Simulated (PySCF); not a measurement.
**Running PySCF for NaCd**

Input:

```python
from pyscf import gto, dft

mol = gto.M(
    atom='Na 0 0 0; Cd 0 0 2.678',
    basis='def2-svpd',
    ecp={'Cd': 'def2-svpd'},
    charge=0,
    spin=1,
    verbose=4,
)
mf = dft.UKS(mol, xc='revtpss')
mf.kernel()
mf.dip_moment()
print('orbital energies (hartree):', [e[max(0, n-3):n+3].round(4) for e, n in zip(mf.mo_energy, mol.nelec)])
```

```bash
$ OMP_NUM_THREADS=1 python input.py
```

It prints (some set-up lines and the per-cycle HOMO/LUMO lines with their warnings removed):

```
PySCF version 2.14.0

[INPUT] Symbol           X                Y                Z      unit          X                Y                Z       unit  Magmom
[INPUT]  1 Na     0.000000000000   0.000000000000   0.000000000000 AA    0.000000000000   0.000000000000   0.000000000000 Bohr   0.0
[INPUT]  2 Cd     0.000000000000   0.000000000000   2.678000000000 AA    0.000000000000   0.000000000000   5.060686561585 Bohr   0.0

nuclear repulsion = 43.4723623608663
number of shells = 20
number of NR pGTOs = 96
number of NR cGTOs = 52
basis = def2-svpd
ecp = {'Cd': 'def2-svpd'}

******** <class 'pyscf.dft.uks.UKS'> ********
method = UKS
initial guess = minao
damping factor = 0
level_shift factor = 0
DIIS = <class 'pyscf.scf.diis.CDIIS'>
SCF conv_tol = 1e-09
SCF max_cycles = 50
number electrons alpha = 16  beta = 15
XC functionals = revtpss

grids dens level: 3
tot grids = 40496
init E= -315.802373445582

cycle= 1 E= -328.666307246707  delta_E= -12.9  |g|= 1.33  |ddm|= 3.71

cycle= 2 E= -293.717880273213  delta_E= 34.9  |g|= 4.25  |ddm|= 25.9
cycle= 3 E= -329.414940261212  delta_E= -35.7  |g|= 0.598  |ddm|= 25.7
cycle= 4 E= -329.568915480312  delta_E= -0.154  |g|=  0.4  |ddm|= 2.33
cycle= 5 E= -329.690620819879  delta_E= -0.122  |g|= 0.0828  |ddm|= 0.911
cycle= 6 E= -329.694815174264  delta_E= -0.00419  |g|= 0.00993  |ddm|= 0.246

cycle= 7 E= -329.695055322206  delta_E= -0.00024  |g|= 0.00746  |ddm|= 0.0815

cycle= 8 E= -329.695150956432  delta_E= -9.56e-05  |g|= 0.00165  |ddm|= 0.0293

cycle= 9 E= -329.6951530906  delta_E= -2.13e-06  |g|= 0.000273  |ddm|= 0.00481

cycle= 10 E= -329.695153157274  delta_E= -6.67e-08  |g|= 4.94e-05  |ddm|= 0.00106

cycle= 11 E= -329.695153159518  delta_E= -2.24e-09  |g|= 1.39e-05  |ddm|= 0.000202

cycle= 12 E= -329.695153159885  delta_E= -3.67e-10  |g|= 2.38e-06  |ddm|= 8.15e-05

Extra cycle  E= -329.695153159883  delta_E= 1.65e-12  |g|= 4e-06  |ddm|= 1.57e-05
converged SCF energy = -329.695153159883  <S^2> = 0.75160879  2S+1 = 2.0016081
Dipole moment(X, Y, Z, Debye):  0.00000,  0.00000, -0.21549
orbital energies (hartree): [array([-0.438 , -0.2317, -0.1014, -0.0604, -0.0604, -0.041 ]), array([-0.4374, -0.4374, -0.2228, -0.1078, -0.0576, -0.0576])]
```

In short: E(SCF) = -329.695153 Eh, 12 cycles, ⟨S²⟩ = 0.752, μz(SCF) = -0.22 D.

Hardware: Arm Neoverse V1, 1 thread, shared host. Wall time 6.5 s, peak memory 0.22 GiB.

The bond length is a typed value, not an optimised one. No search for the lowest solution was made.
